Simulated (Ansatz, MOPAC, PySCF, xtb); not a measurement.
Noncovalent pair: H3NSe (SMILES N[SeH]) (first 5 atoms) with HF (SMILES F); geometry from B3LYP-D3(BJ)/def2-TZVP, rigid monomers moved along the line of their centres of mass till N1···H7 is 2.99 Å.
(charge 0, multiplicity 1):
```xyz
7

N     -1.00136     0.59996     0.75958
Se    -0.20056    -0.94693     0.04937
H     -0.82625     1.39768     0.15967
H     -2.00116     0.46821     0.85936
H     -0.92867    -0.99732    -1.24003
F      0.24107     1.71004     4.32111
H     -0.15595     1.56601     3.46285
```

```tsv
level	interaction energy (kcal/mol)	minus CCSD(T)/CBS(aug-cc-pVDZ, aug-cc-pVTZ)	cost
GFN-FF	-3.53	-0.42	-
AM1	-1.77	1.35	-
PM3	-0.77	2.34	-
HF/aug-cc-pVDZ	-2.94	0.18	-
PBE-D3(BJ)/def2-TZVPPD	-3.35	-0.23	×1
r2SCAN/def2-TZVPPD	-2.97	0.14	×2
r2SCAN-D3(BJ)/def2-TZVPPD	-3.11	0.01	×2
PBE0-D3(BJ)/def2-TZVPPD	-3.29	-0.17	×1
wB97M-V/def2-TZVPPD	-3.18	-0.06	×4
MP2/6-31G*	-3.40	-0.29	-
MP2/aug-cc-pVDZ	-3.13	-0.01	-
SCS-MP2/aug-cc-pVTZ	-3.06	0.06	-
CCSD(T)/aug-cc-pVDZ	-3.06	0.06	×4
CCSD(T)/CBS(aug-cc-pVDZ, aug-cc-pVTZ)	-3.12	0.00	×200*
```

 The comparison column counts from a level with limits of its own.

The rows run from -3.53 (GFN-FF) to -0.77 kcal/mol (PM3). In aug-cc-pVDZ the value moves HF -2.94, MP2 -3.13, CCSD(T) -3.06, a shift of -0.12 from HF to CCSD(T). The dispersion term adds -0.14 in r2SCAN-D3(BJ).

Monomers are frozen at their geometry in the pair; levels with a basis set take the counterpoise correction.

Correlated levels freeze the cores. Filled d and f shells under p-block atoms count as core. CBS: X⁻³ extrapolation of the correlation energy, Hartree–Fock from the larger set. Rows in 6-31G* carry no dispersion term and start afresh at each structure (6-31G* with six Cartesian d functions); the Pople sets are all-electron and without relativity. MP2/6-31G* freezes PySCF's default core, which leaves 3d correlated. The state reached by AM1, PM3 isn't checked.

Run with Ansatz (Gaussian orbitals); MOPAC for AM1, PM3 (differences of heats of formation); PySCF for 6-31G* rows, the dispersion terms; xtb for the GFN methods. Values without a source in brackets are computed.

Costs are rough ratios of core time to PBE/def2-TZVPPD (about 5 s over the structures, on one shared machine); a dash marks a level with no comparable run of its own. A star marks coupled-cluster runs past 200 virtual orbitals, where the program's memory plan changes under this machine's limit, so their costs aren't comparable with smaller runs.

Ansatz is a quantum-chemistry and plane-wave program.
